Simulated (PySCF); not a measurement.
Spin-rotation constants: SMILES O=C[C@H]1C=CC=CCC1, C8H10O

Geometry:
```
atom   x (Å)   y (Å)   z (Å)
  O1   3.413  -0.434  -0.192
  C2   2.386  -0.975   0.104
  C3   1.040  -0.312   0.254
  C4   1.058   1.091  -0.266
  C5  -0.010   1.878  -0.373
  C6  -1.371   1.588   0.033
  C7  -1.953   0.424   0.327
  C8  -1.420  -0.971   0.266
  C9  -0.066  -1.151  -0.408
 H10   2.358  -2.064   0.315
 H11   0.849  -0.296   1.337
 H12   2.028   1.447  -0.586
 H13   0.135   2.878  -0.762
 H14  -1.992   2.472   0.110
 H15  -2.990   0.456   0.642
 H16  -2.154  -1.581  -0.271
 H17  -1.381  -1.368   1.288
 H18  -0.140  -0.864  -1.458
 H19   0.202  -2.210  -0.366
```

The calculation used PySCF 2.14.0, GIAO wB97X-D/pcSseg-1 magnetisability, rotational g tensor and spin-rotation constants, non-relativistic, gas phase. Geometry: GFN2-xTB.

Give the nuclear spin-rotation constants along the inertial axes (H = +C I·J) beside the isotropic shieldings.

Rotational constants 3.2050, 1.2097, 0.9186 GHz. A star marks the isotopologue with that one atom substituted, in its own axes.
| atom | isotope | Caa (kHz) | Cbb (kHz) | Ccc (kHz) | mean (kHz) | σ (ppm) |
| --- | --- | --- | --- | --- | --- | --- |
| H10 | 1H | -0.207 | 0.122 | -0.080 | -0.055 | 22.0 |
| H11 | 1H | -0.281 | -0.144 | 0.019 | -0.136 | 29.3 |
| H12 | 1H | 0.057 | -0.014 | -0.095 | -0.017 | 24.9 |
| H13 | 1H | -0.333 | 0.109 | -0.089 | -0.104 | 25.6 |
| H14 | 1H | 0.095 | -0.039 | -0.099 | -0.014 | 25.6 |
| H15 | 1H | 0.255 | -0.114 | -0.090 | 0.017 | 25.7 |
| H16 | 1H | -0.254 | -0.047 | -0.054 | -0.118 | 29.2 |
| H17 | 1H | -0.330 | -0.096 | 0.003 | -0.141 | 29.3 |
| H18 | 1H | -0.339 | -0.122 | 0.010 | -0.150 | 30.3 |
| H19 | 1H | -0.222 | 0.004 | -0.109 | -0.109 | 29.6 |
| O1 | 17O* | -2.917 | -1.045 | -0.029 | -1.330 | -341.0 |
| C2 | 13C* | 1.556 | 0.649 | 0.235 | 0.814 | -20.1 |
| C3 | 13C* | 0.646 | 0.270 | 0.159 | 0.358 | 131.2 |
| C4 | 13C* | 1.230 | 0.520 | 0.148 | 0.633 | 48.9 |
| C5 | 13C* | 1.043 | 0.557 | 0.146 | 0.582 | 54.8 |
| C6 | 13C* | 1.480 | 0.402 | 0.141 | 0.674 | 54.1 |
| C7 | 13C* | 1.517 | 0.415 | 0.154 | 0.696 | 45.9 |
| C8 | 13C* | 0.526 | 0.224 | 0.148 | 0.299 | 149.5 |
| C9 | 13C* | 0.553 | 0.186 | 0.138 | 0.292 | 157.4 |

For the geometry as given, no vibrational averaging.
